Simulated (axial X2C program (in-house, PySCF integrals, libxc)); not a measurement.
**Potential curves of TaBr⁺, scalar-relativistic**

All values were computed with an in-house relativistic program for diatomic molecules. Spin-free means the one-electron spin-free X2C Hamiltonian. Basis: Ta dyall-cv3z [13s14p9d7f4g], Br dyall-cv3z [8s9p6d4f1g] (cores contracted in-house); Gaussian nuclei, density fitting, unrestricted open shells. Masses: Ta 180.948 u, Br 78.918 u.

State: M_S = 3/2, Λ = 0 (beyond evenly filled blocks: σα, δ+α, δ-α). Energies in eV from the fragments at the same level (Ta+ + Br). Fits are polynomials in 1 − R0/R over 0.85 to 1.23 times the lowest point R0.

```json
{"R (Å)": "2.0036", "CCSD": "", "MP2": "-2.3409", "CCSD(T)": ""}
{"R (Å)": "2.0957", "CCSD": "-3.0250", "MP2": "-3.2514", "CCSD(T)": "-3.2193"}
{"R (Å)": "2.1648", "CCSD": "-3.4397", "MP2": "-3.6486", "CCSD(T)": "-3.6358"}
{"R (Å)": "2.2339", "CCSD": "-3.6699", "MP2": "-3.8626", "CCSD(T)": "-3.8679"}
{"R (Å)": "2.3030", "CCSD": "-3.7591", "MP2": "-3.9364", "CCSD(T)": "-3.9589"}
{"R (Å)": "2.3836", "CCSD": "-3.7301", "MP2": "-3.8901", "CCSD(T)": "-3.9318"}
{"R (Å)": "2.4642", "CCSD": "-3.5974", "MP2": "-3.7404", "CCSD(T)": "-3.8008"}
{"R (Å)": "2.5678", "CCSD": "-3.3243", "MP2": "-3.4453", "CCSD(T)": "-3.5292"}
{"R (Å)": "2.6945", "CCSD": "", "MP2": "-2.9887", "CCSD(T)": ""}
{"R (Å)": "2.8788", "CCSD": "", "MP2": "-2.2089", "CCSD(T)": ""}
```

Correlated methods: 11 electrons correlated (number of frozen shells: Ta 5 s, 4 p, 2 d, 1 f; Br 3 s, 2 p, 1 d), 331 virtual spin orbitals or spinors in MP2, 90 natural virtuals in coupled cluster.

One determinant describes the state; a PBE0 search over occupations chose it and may have missed a lower one. De is counted from the lowest determinant-based energies of the atoms at the same level, without counterpoise correction. Coupled cluster ran in a truncated set of natural virtual spinors; the MP2 energy of the rest was added. (T) has no such correction and the atoms are truncated less, which lowers De at CCSD(T) by a hundredth of an eV or more. PBE0 can misorder states that lie within some tenths of an eV, so this need not be the ground state of the molecule. The nearest other spin-free determinant of the search, M_S = 3/2, Λ = 3, lies 0.49 eV up at the distance of the search. The outer-core s and p shells of the metal are frozen in the correlated rows, which leaves out core–valence correlation; for alkali and alkaline-earth bonds that tends to lengthen them. With the outer-core shells frozen, correlated bond lengths of heavy atoms tend to come out a few hundredths of an ångström too long. Spin-free De lacks the spin–orbit lowering of the heavy p-block atom, a tenth of an eV or more for 4p and 5p, up to an eV for 6p and one to two eV for 7p atoms, less what an open-shell molecule gains itself. Coupled cluster ran on the points near the minimum only. MP2 and coupled cluster on one determinant become unreliable at the stretched end.

Question: What are Re, ωe and De at the CCSD level?

Answer: At CCSD, spin-free: Re = 2.324 Å, ωe ≈ 318 cm⁻¹, De = 3.76 eV to Ta+ + Br; Be follows as 0.0568 cm⁻¹.

Question: Fit the MP2 curve near its minimum: give the equilibrium distance, the harmonic wavenumber and the well depth.

Answer: At MP2, spin-free: Re = 2.313 Å, ωe ≈ 324 cm⁻¹, De = 3.94 eV to Ta+ + Br; Be follows as 0.0573 cm⁻¹.

Question: Fit the CCSD(T) curve near its minimum: give the equilibrium distance, the harmonic wavenumber and the well depth.

Answer: At CCSD(T), spin-free: Re = 2.325 Å, ωe ≈ 317 cm⁻¹, De = 3.96 eV to Ta+ + Br; Be follows as 0.0567 cm⁻¹.
